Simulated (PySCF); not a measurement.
PySCF input (BP86/def2-SVP):

```python
from pyscf import gto, dft

mol = gto.M(
    atom='''
    C    -1.69516983   -0.80157911   -0.33139044
    C    -0.47561349    0.00810272   -0.06309609
    C    -0.47068809    1.45301965   -0.41825208
    C     0.81948685   -0.70535522    0.08989597
    O     1.73869681    0.08645184    0.84513256
    H    -2.60064722   -0.26516685   -0.03614822
    H    -1.67555779   -1.75791631    0.19622980
    H    -1.80966094   -1.03087530   -1.40384830
    H    -0.38915510    1.59724945   -1.50894542
    H     0.36931258    1.97223319    0.04085937
    H    -1.39916548    1.94000292   -0.11021969
    H     0.65231241   -1.67533249    0.57625570
    H     1.25300964   -0.91975743   -0.90657597
    H     2.62188484   -0.27717995    0.72838816
    ''',
    basis='def2-svp',
    charge=0,
    spin=1,
    verbose=4,
)

mf = dft.UKS(mol, xc='bp86')
mf.grids.level = 3
mf.conv_tol = 1e-9
mf.max_cycle = 100
mf.max_memory = 1500
mf.kernel()
if not mf.converged:
    mf = mf.newton()
    mf.kernel(mf.make_rdm1())
mo, _, stable, _ = mf.stability(return_status=True)
if not stable:
    mf.kernel(mf.make_rdm1(mo, mf.mo_occ))
    stable = mf.stability(return_status=True)[2]
mf.dip_moment()
```

From the output:

```
  HOMO = -0.140377051408  LUMO = -0.0709893785183  gap/eV = 1.88813
cycle= 7 E= -232.824005323807  delta_E= -7.09e-06  |g|= 0.000739  |ddm|= 0.0048
  alpha nocc = 21  HOMO = -0.140565477969628  LUMO = 0.03699199569673
  beta  nocc = 20  HOMO = -0.216702721869858  LUMO = -0.0709779936784694
  HOMO = -0.14056547797  LUMO = -0.0709779936785  gap/eV = 1.89357
cycle= 8 E= -232.824005693167  delta_E= -3.69e-07  |g|= 0.000213  |ddm|= 0.00145
  alpha nocc = 21  HOMO = -0.140565048665922  LUMO = 0.0370042139525766
  beta  nocc = 20  HOMO = -0.216675395241428  LUMO = -0.0709530701534193
  HOMO = -0.140565048666  LUMO = -0.0709530701534  gap/eV = 1.89424
cycle= 9 E= -232.824005710894  delta_E= -1.77e-08  |g|= 8.32e-05  |ddm|= 0.000439
  alpha nocc = 21  HOMO = -0.140567666544753  LUMO = 0.0370007564431369
  beta  nocc = 20  HOMO = -0.216682416777012  LUMO = -0.0709538110395682
  HOMO = -0.140567666545  LUMO = -0.0709538110396  gap/eV = 1.89429
cycle= 10 E= -232.824005717913  delta_E= -7.02e-09  |g|= 4.4e-05  |ddm|= 0.000133
  alpha nocc = 21  HOMO = -0.140564122794499  LUMO = 0.0370032687784425
  beta  nocc = 20  HOMO = -0.216674913461946  LUMO = -0.070950656134658
  HOMO = -0.140564122794  LUMO = -0.0709506561347  gap/eV = 1.89428
cycle= 11 E= -232.824005714808  delta_E= 3.1e-09  |g|= 1.29e-05  |ddm|= 6.1e-05
  alpha nocc = 21  HOMO = -0.140564856982446  LUMO = 0.0370030075500654
  beta  nocc = 20  HOMO = -0.216676690787752  LUMO = -0.0709519357827268
  HOMO = -0.140564856982  LUMO = -0.0709519357827  gap/eV = 1.89426
cycle= 12 E= -232.824005714895  delta_E= -8.7e-11  |g|= 2.37e-06  |ddm|= 1.76e-05
  alpha nocc = 21  HOMO = -0.140564285359961  LUMO = 0.0370030985673155
  beta  nocc = 20  HOMO = -0.216675956710745  LUMO = -0.0709518888728735
  HOMO = -0.14056428536  LUMO = -0.0709518888729  gap/eV = 1.89425
Extra cycle  E= -232.824005714893  delta_E= 2.84e-12  |g|= 3.51e-06  |ddm|= 6.44e-06
converged SCF energy = -232.824005714893  <S^2> = 0.75316639  2S+1 = 2.0031639
uhf_internal: lowest eigs of H = [0.8821695  0.89548672 0.91912605]
<class 'pyscf.dft.uks.UKS'> wavefunction is stable in the internal stability analysis
Dipole moment(X, Y, Z, Debye):  0.51590, -1.08301, -0.99682
```

The geometry given is a B3LYP-D3(BJ)/def2-TZVP minimum.
